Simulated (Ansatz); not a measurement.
The cluster Zn₄Br₈⁻. The state is a doublet with charge -1. Geometry PBE-D4/def2-SVP; atoms count from 1.

```xyz
12

Zn    2.634    1.181   -0.174
Zn    0.412   -0.994    2.880
Zn   -0.178   -1.756   -1.262
Zn   -1.366    2.317   -1.489
Br    2.091   -0.902   -1.533
Br   -2.971    3.892   -2.015
Br   -1.924    0.005   -1.801
Br   -0.734   -2.225    1.171
Br   -0.722   -3.671   -2.477
Br    2.029    0.675    2.334
Br    0.791    2.979   -0.715
Br   -0.063   -1.502    5.082
```

Single mean-field runs in def2-TZVP are fitted with def2-universal-jkfit. Another isomer (doublet) lies 0.54 eV lower at PBE0-D4/def2-TZVP; other spin states weren't run for this one.

(1) Estimate the Mulliken populations from the PBE0/def2-TZVP orbitals of Ansatz.

(2) Where does the spin sit?

(3) And the Mayer bond orders between heavy atoms (over 0.3)?

Answers

(1) 
```json
{"atom": "Zn1", "charge (e)": "0.20", "spin (α − β)": "0.84", "d electrons": "10.09"}
{"atom": "Zn2", "charge (e)": "0.45", "spin (α − β)": "0.02", "d electrons": "10.12"}
{"atom": "Zn3", "charge (e)": "0.44", "spin (α − β)": "0.01", "d electrons": "10.14"}
{"atom": "Zn4", "charge (e)": "0.45", "spin (α − β)": "0.02", "d electrons": "10.12"}
{"atom": "Br5", "charge (e)": "-0.30", "spin (α − β)": "0.04", "d electrons": "–"}
{"atom": "Br6", "charge (e)": "-0.40", "spin (α − β)": "0.01", "d electrons": "–"}
{"atom": "Br7", "charge (e)": "-0.23", "spin (α − β)": "0.00", "d electrons": "–"}
{"atom": "Br8", "charge (e)": "-0.23", "spin (α − β)": "0.00", "d electrons": "–"}
{"atom": "Br9", "charge (e)": "-0.43", "spin (α − β)": "0.01", "d electrons": "–"}
{"atom": "Br10", "charge (e)": "-0.28", "spin (α − β)": "0.02", "d electrons": "–"}
{"atom": "Br11", "charge (e)": "-0.28", "spin (α − β)": "0.02", "d electrons": "–"}
{"atom": "Br12", "charge (e)": "-0.40", "spin (α − β)": "0.01", "d electrons": "–"}
```
Mulliken values depend strongly on the basis.

(2) Summed by element: Zn 0.89, Br 0.11, of 1 unpaired in all. Largest on single atoms: Zn1 0.84, Br5 0.04, Br10 0.02.

(3) Zn1–Br5 0.53 (2.55 Å); Zn1–Br10 0.43 (2.63 Å); Zn1–Br11 0.43 (2.63 Å); Zn2–Br8 0.73 (2.40 Å); Zn2–Br10 0.74 (2.39 Å); Zn2–Br12 0.95 (2.31 Å); Zn3–Br5 0.61 (2.44 Å); Zn3–Br7 0.49 (2.54 Å); Zn3–Br8 0.49 (2.54 Å); Zn3–Br9 0.92 (2.33 Å); Zn4–Br6 0.95 (2.31 Å); Zn4–Br7 0.73 (2.40 Å); Zn4–Br11 0.74 (2.39 Å).
